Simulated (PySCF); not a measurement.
H₄MgOSi, SMILES [MgH][O][SiH3]. Atoms are numbered in the order given.

```xyz
7

Mg     0.0000     0.0000     1.9041
H      0.0000     0.0000     3.5861
O      0.0000     0.0000     0.1065
Si     0.0000     0.0000    -1.5095
H     -1.2003    -0.6930    -2.0514
H      1.2003    -0.6930    -2.0514
H      0.0000     1.3860    -2.0514
```
Charge 0, spin multiplicity 1.

Geometry: B3LYP-D3(BJ)/def2-TZVP.

All values below come from B3LYP/pcJ-1 (PySCF).

Isotropic couplings with Fermi-contact, spin-dipole and both spin-orbit terms, one fixed conformer, no vibrational averaging. Isotopes: 1H, 29Si.

Computed spin–spin coupling constants:
```tsv
pair	bonds apart	J (Hz)
Si4–H5	1	-215.8
Si4–H6	1	-215.8
Si4–H7	1	-216.9
H5–H6	2	14.7
H5–H7	2	14.8
H6–H7	2	14.8
H2–Si4	3	-2.8
```
